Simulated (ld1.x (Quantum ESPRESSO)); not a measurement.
## indium, RRKJ: configuration errors across variants

```json
{"Element": "indium (In)", "Generator": "ld1.x (Quantum ESPRESSO) 7.5", "Type": "norm-conserving RRKJ (Kleinman–Bylander form)", "Functional": "Wu–Cohen", "Relativity": "scalar-relativistic", "Frozen core": "[Kr] 4d10", "Valence charge": "3", "Reference configuration": "5s2 5p1", "Partial waves": "5s (bound): rc 1.95 bohr; 5p (bound): rc 2.00 bohr", "Local potential": "all-electron potential smoothed inside 1.95 bohr (lloc = -1)", "Core correction": "a·sin(br)/r model core inside 1.30 bohr", "rho0": "0.001"}
```

All-electron excitation energies from the reference (eV): (1) 5s2 5p0 5.351; (2) 5s2 5p0.5 1.934; (3) 5s1 5p1 12.040; (4) 5s2 5p1.3 -0.525; (5) 5s0 5p3 12.053; (6) 5s1 5p2 5.903.

Tests that are not counted but printed errors over 1 eV. “base”: 5s1 5p0 (solver errors, printed error -1.4 eV). “core correction a·sin(br)/r model core inside 0.74 bohr”: 5s1 5p0 (solver errors, printed error -1.4 eV). “wave 5s (bound): rc 1.95 bohr becomes 5s (bound): rc 2.36 bohr”: 5s1 5p0 (solver errors, printed error -1.5 eV); 5s2 5p1.3 (solver errors, printed error -38.9 eV).

5 further variants failed, have other tests or another functional or relativity, and are left out.

A true bound ghost makes a file unfit for plane-wave use even where its test errors are small: the radial tests pick states by their node count and pass the ghost by. Where a test does run into it, the solver fails or the error is huge.

Errors AE − PS in meV (a dash: test not solved or not reliable):

```tsv
change	(1)	(2)	(3)	(4)	(5)	(6)	bound ghosts
base	+1.3	-0.1	+5.7	+0.2	-68	-5.3	s
core correction a·sin(br)/r model core inside 0.74 bohr	+1.1	-0.1	+4.4	+0.2	-68	-5.6	s
type ultrasoft; waves now 5s (bound): rcut 1.70, rcutus 1.95 bohr; 5s channel at 0.75 Ry: rcut 1.70, rcutus 1.95 bohr; 5p (bound): rcut 1.75, rcutus 2.00 bohr; 5p channel at 0.35 Ry: rcut 1.75, rcutus 2.00 bohr; local potential all-electron potential smoothed inside 1.65 bohr (lloc = -1); augmentation built from norm-conserving waves at rcut, not smoothed further; rho0 0	-19	-3.1	-68	-0.2	-84	-22	s, p
local potential all-electron potential smoothed inside 1.24 bohr (lloc = -1)	-18	-2.9	-63	-0.1	-82	-21	s, p, d
local potential the p channel	-19	-3.0	-62	-0.1	-72	-20	s
wave 5s (bound): rc 1.95 bohr becomes 5s (bound): rc 2.36 bohr	+1.3	-0.1	+5.4	–	-63	-4.8	s
local potential all-electron potential smoothed inside 1.60 bohr (lloc = -1)	-18	-2.4	-41	+0.1	-45	-16	s, d
```

Problem. Give the same row for: core correction a·sin(br)/r model core inside 1.50 bohr.

Solution. +1.6, -0.1, +7.3, +0.1, -67, -5.1; bound ghosts: s. Not counted: 5s1 5p0 (solver errors, printed error -1.5 eV).
